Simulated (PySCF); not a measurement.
## Sr²⁵⁺: ionisation energy

Sr²⁵⁺ [Ne] 3s2 3p1 (2P) → Sr²⁶⁺ [Ne] 3s2 (1S), as a difference of total energies. All numbers are calculated (PySCF 2.14, scalar relativity by spin-free X2C-1e, in an uncontracted even-tempered set (18 s from 2.7 bohr⁻², ratio 2.5; 12 p from 3.5 bohr⁻², ratio 2.5; 5 d from 15 bohr⁻², ratio 2.7; 4 f from 23 bohr⁻², ratio 2.7)). Correlated levels: outer shells: 1s2 frozen; virtual orbitals above 40 to 60 times the deepest correlated orbital energy dropped. The calculations carry no spin-orbit coupling.

| method | ionisation energy (eV) |
| --- | --- |
| UHF | 1209.6 |
| LDA | 1211.2 |
| PBE | 1211.6 |
| PBE0 | 1211.4 |
| r2SCAN | 1211.4 |
| BHandHLYP | 1211.5 |
| r2SCANh | 1211.3 |
| MP2 (outer shells) | 1210.1 |
| SCS-MP2 (outer shells) | 1210.0 |

A first-order spin-orbit estimate (lowest level to lowest level, LS coupling) adds 10.121 eV.

Breit and QED terms and the two-electron picture change are absent.

For comparison: 1211 ± 6 eV (semi-empirical (NIST evaluation); NIST Atomic Spectra Database, ionization energies).
